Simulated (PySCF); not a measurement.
Cartesian coordinates in Å; atom numbers follow the order of the lines, from 1:
```xyz
18

C     3.762   -0.171    0.770
C     2.726   -0.216    0.140
C     1.510   -0.269   -0.589
Cl    1.674   -0.304   -2.329
C     0.288   -0.290   -0.024
C    -1.020   -0.334   -0.764
C    -2.066   -0.570    0.330
C    -1.455    0.089    1.566
C     0.032   -0.260    1.460
H     4.683   -0.133    1.322
H    -1.181    0.638   -1.266
H    -1.019   -1.090   -1.564
H    -3.059   -0.176    0.069
H    -2.182   -1.653    0.506
H    -1.910   -0.244    2.511
H    -1.585    1.183    1.509
H     0.223   -1.265    1.879
H     0.702    0.431    1.993
```

Geometry: PBE0-D3(BJ)/def2-SVP; GIAO shifts from PySCF, gas phase, non-relativistic, averaged over equivalent atoms.

At PBE0/pcSseg-1 (205 basis functions, 36 s wall time on 1 thread of an Arm Neoverse V1, shared host):
```csv
atoms,δ (ppm)
C5,166.7
C3,115.8
C1,91.6
C2,82.4
C9,37.1
C6,36.9
C8,30.1
C7,28.9
Cl4,255.7
H10,3.45
H17/H18,2.52
H11/H12,2.48
H15/H16,1.67
H13/H14,1.66
```

References, each an isolated molecule treated in the same way: TMS for ¹³C (σref 184.41) and ¹H (σref 31.27); ³⁵Cl (σref 943.27) against HCl.

What do these become at B3LYP/pcSseg-1?

## Answers


```
  atoms  δ at B3LYP/pcSseg-1  change
     C5                168.1    +1.4
     C3                117.6    +1.8
     C1                 89.3    -2.3
     C2                 82.1    -0.3
     C9                 38.0    +0.9
     C6                 37.8    +0.9
     C8                 31.2    +1.1
     C7                 30.1    +1.2
    Cl4                262.0    +6.3
    H10                 3.36   -0.09
H17/H18                 2.51   -0.01
H11/H12                 2.48   +0.00
H15/H16                 1.67   +0.00
H13/H14                 1.66   +0.00
```

Chemical shifts δ = σref − σ; TMS for ¹³C (σref 179.24) and ¹H (σref 31.38); ³⁵Cl (σref 930.46) vs HCl, all at this level.

The largest change is at Cl4 (chlorine bonded to C). Cost: 205 basis functions, 33 s wall time on 1 thread of an Arm Neoverse V1, shared host. The order of the carbon signals is the same at both levels.

Carbons that carry Cl, above all several Cl atoms, come out too deshielded, partly because spin–orbit coupling is missing.
